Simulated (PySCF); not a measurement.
**Exercise with solution: chemical shift, span and skew from a shielding tensor**

C₃H₈BNO, SMILES CNB1COC1. Atoms are numbered in the order given.

```xyz
14

C     -0.2930    -2.4828     0.0000
N      0.6050    -1.3540     0.0000
B      0.2439    -0.0179     0.0000
C      0.9737     1.3924     0.0000
O     -0.3144     2.0314     0.0000
C     -1.1005     0.8278     0.0000
H     -1.3313    -2.1240     0.0000
H     -0.1567    -3.1186    -0.8912
H     -0.1567    -3.1186     0.8912
H      1.5897    -1.5966     0.0000
H      1.5701     1.6651     0.8922
H      1.5701     1.6651    -0.8922
H     -1.7531     0.7598     0.8921
H     -1.7531     0.7598    -0.8921
```
Charge 0, spin multiplicity 1.

Coordinates come from a PBE0-D3(BJ)/def2-SVP optimisation. The structure was generated by enumeration, and PubChem lists no compound with its InChIKey, so it may never have been made. The values are those of a single conformer.

GIAO shieldings from PBE/pcSseg-1 run with PySCF, non-relativistic, no solvent. The symmetric part of the tensor of N2 has the principal values 50.9, 184.6, 204.0 ppm. The same nucleus in NH3 has σ = 267.0 ppm at this level (PySCF, at its B3LYP-D3(BJ)/def2-TZVP geometry).

### Question
Work out the isotropic shielding, the ¹⁵N shift against NH3, the span and the skew.

### Answer

σ(iso) = (σ11 + σ22 + σ33)/3 = 146.5 ppm. δ = σ(ref) − σ(iso) = 267.0 − (146.5) = 120.5 ppm.
Span Ω = σ33 − σ11 = 153.1 ppm. Skew κ = 3(σ(iso) − σ22)/Ω = -0.75. Tumbling in solution averages the tensor to δ; in a static solid the shielding alone would spread this spin-1/2 line over Ω.
